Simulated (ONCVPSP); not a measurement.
# Ba ONCV: all-electron and pseudo phase curves

```json
{
 "Element": "Ba",
 "Generator": "ONCVPSP 4.0.1",
 "Type": "optimised norm-conserving Vanderbilt (ONCV)",
 "Functional": "PBEsol",
 "Relativity": "scalar-relativistic",
 "Frozen core": "[Kr] 4d10",
 "Valence charge": "10",
 "Reference configuration": "5s2 5p6 6s2",
 "Partial waves": "5s+6s: rc 2.25 bohr, ncon 3, nbas 6, qcut 5.1 1/bohr, 2 projectors; 5p: rc 3.10 bohr, ncon 4, nbas 7, qcut 4.1 1/bohr, 2 projectors, debl 1.7 Ha; d scattering state at 0.03 Ha: rc 2.45 bohr, ncon 4, nbas 8, qcut 3.4 1/bohr, 2 projectors, debl 3.2 Ha; f scattering state at 0.07 Ha: rc 2.90 bohr, ncon 4, nbas 9, qcut 4.4 1/bohr, 2 projectors, debl 1.6 Ha",
 "Local potential": "polynomial inside 2.05 bohr (lpopt 5, dvloc0 3 Ha)",
 "Core correction": "Teter function fitted to the true core (icmod 2), fcfact 0.75"
}
```

In the d channel the program set the typed energies aside and used 0.050, 3.250 Ha.

The phase is arctan(r·R′/R) of the radial function R(r), unwrapped; energies in Ha, scanned from -3 to 5 Ha. A pole is an energy at which the radial function vanishes at the test radius. The pseudo phase is shifted by a multiple of π to meet the all-electron one at the reference energy, and phase errors are pseudo minus all-electron; the curves can meet again beyond the range given. Levels narrower than the energy grid can be missing from the lists of poles.

**Question.** For each channel, where are the poles, and over which energies does the pseudopotential scatter like the atom?

**Answer.**

| channel | radius (bohr) | reference energy (Ha) | poles, all-electron | poles, pseudo | unbroken range about the reference energy with phases within 0.05 rad | phase error 1 Ha above the reference energy (rad) |
| --- | --- | --- | --- | --- | --- | --- |
| s | 2.29 | -0.12 | -0.77, 4.55 | -0.77, 4.32 | the whole range | -0.002 |
| p | 3.14 | -0.69 | -0.57, 1.93 | -0.57, 1.91, 4.78 | below 2.8 | -0.006 |
| d | 2.49 | 0.05 | 1.03 | 1.03 | the whole range | -0.001 |
| f | 2.94 | 0.07 | 0.15, 1.86, 4.91 | 0.15, 1.86 | below 0.4 | +0.033 |

Note: no bound ghost flagged; GHOST(+) flagged for f at 1.67 eV.

Phases in the d channel:

| E (Ha) | all-electron | pseudo |
| --- | --- | --- |
| -2.98 | 1.365 | 1.361 |
| -2.54 | 1.338 | 1.336 |
| -2.10 | 1.303 | 1.301 |
| -1.66 | 1.249 | 1.247 |
| -1.22 | 1.152 | 1.150 |
| -0.78 | 0.921 | 0.919 |
| -0.34 | 0.060 | 0.058 |
| 0.10 | -1.096 | -1.096 |
| 0.54 | -1.421 | -1.421 |
| 0.98 | -1.558 | -1.559 |
| 1.42 | -1.656 | -1.657 |
| 1.86 | -1.767 | -1.769 |
| 2.30 | -1.983 | -1.987 |
| 2.74 | -2.879 | -2.886 |
| 3.18 | -4.176 | -4.176 |
| 3.62 | -4.463 | -4.464 |
| 4.06 | -4.570 | -4.571 |
| 4.50 | -4.629 | -4.631 |
| 4.94 | -4.669 | -4.673 |
